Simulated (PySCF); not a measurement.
A survey of ¹⁹F NMR shifts

- σ from GIAO-PBE0/pcSseg-1
- geometry from GFN2-xTB
- code: PySCF
- single conformer, no solvent, no relativistic terms, equivalent nuclei averaged

Shieldings were converted by a linear fit to measured shifts: ¹⁹F (scatter 6.0 ppm rms, 7.0 ppm with the 5 outliers that the fit left out vs CFCl3, solution or neat liquid, with a term for F on sp3 carbon). Occasional misses reach two or three times the rms, and more in compound classes unlike the fitted ones.

Q: Give the ¹⁹F shifts of `[H]/N=C\C=C(F)F`, `C=C=CC[C@H](C)C(F)F`.

A: 
```json
{"compound": "[H]/[N:1]=[CH:2]\\[CH:3]=[C:4]([F:5])[F:6]", "environment": "F5: vinylic fluorine", "δ (ppm)": "-76.6"}
{"compound": "[H]/[N:1]=[CH:2]\\[CH:3]=[C:4]([F:5])[F:6]", "environment": "F6: vinylic fluorine", "δ (ppm)": "-78.5"}
{"compound": "[CH2:1]=[C:2]=[CH:3][CH2:4][C@H:5]([CH3:6])[CH:7]([F:8])[F:9]", "environment": "F8: fluorine of a CF2 group", "δ (ppm)": "-128.9"}
{"compound": "[CH2:1]=[C:2]=[CH:3][CH2:4][C@H:5]([CH3:6])[CH:7]([F:8])[F:9]", "environment": "F9: fluorine of a CF2 group", "δ (ppm)": "-139.9"}
```

Q: Order these by ¹⁹F shift, lowest first.
A. FC(F)(F)O[C@H]1C[SiH2]N[SiH2]1
B. CC#CC(=O)[C@H](C)F
C. O=C(F)C1=CCCC1
D. C#C/C(C)=C(\F)OC
E. FC(F)(F)Cc1cccnc1

A: B (-185.6 ppm, fluorine on an sp3 carbon), D (-91.6 ppm, vinylic fluorine), E (-68.7 ppm, fluorine of a CF3 group), A (-59.5 ppm, fluorine of an OCF3 group), C (19.2 ppm, fluorine bonded to C).
